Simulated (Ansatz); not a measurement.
`CN[SiH]([SiH3])Cl` + NH₃ → `N[SiH]([SiH3])Cl` + CH₃NH₂ at 700 K and 1 bar (ligand exchange at the Si–N bond).

Program: Ansatz. Geometries: PBE0-D4/def2-TZVP. ΔE: electronic, gas phase. CCSD(T)/CBS adds triple-zeta CCSD(T) − MP2 to the extrapolated MP2 energy (def2 sets, frozen cores). This one scheme is used for every species. Each species was taken in one conformer, which may not be the lowest.

| species | CCSD(T)/CBS energy (Eh) | H − E (kJ/mol) | S (J/(mol·K)) |
| --- | --- | --- | --- |
| `CN[SiH]([SiH3])Cl` | -1135.57158 | 334.4 | 539.1 |
| NH₃ | -56.50880 | 116.9 | 226.5 |
| `N[SiH]([SiH3])Cl` | -1096.32520 | 243.5 | 478.7 |
| CH₃NH₂ | -95.75281 | 207.6 | 296.6 |

H − E and S are ideal-gas, rigid-rotor, harmonic terms from PBE0-D4/def2-TZVP, for one conformer and one mirror image of each species. 1 Eh = 2625.50 kJ/mol, R = 8.31446 J/(mol·K).

Question: By hand: ΔE, ΔH, ΔS and ΔG.

Answer: ΔE = (-1096.32520) + (-95.75281) − (-1135.57158) − (-56.50880) = 0.00237 Eh = 6.2 kJ/mol. Δ(H − E) = 243.5 + 207.6 − 334.4 − 116.9 = -0.2, so ΔH = 6.0 kJ/mol. ΔS = 478.7 + 296.6 − 539.1 − 226.5 = 9.7 J/(mol·K). ΔG = 6.0 − 700 × (9.7)/1000 = -0.8 kJ/mol.

Question: By hand: the equilibrium constant, and the temperature at which ΔG would vanish if ΔH and ΔS stayed fixed.

Answer: log₁₀ K = −ΔG/(RT ln 10) = 0.1. ΔG = 0 at ΔH/ΔS = 619 K, though so small a ΔH makes that figure unsure.

TΔS isn't small against ΔH here. The sign of ΔG lies within the doubt. A doubt of 5 kJ/mol in ΔE shifts log₁₀ K by 0.4 here. Other conformers and mirror images would add mixing entropy, several J/(mol·K) or more a flexible species. These are equilibria of isolated gas molecules and say nothing of rates. Largest T1 diagnostic: 0.011 (customary marks: 0.02 for closed shells, 0.045 for open ones).
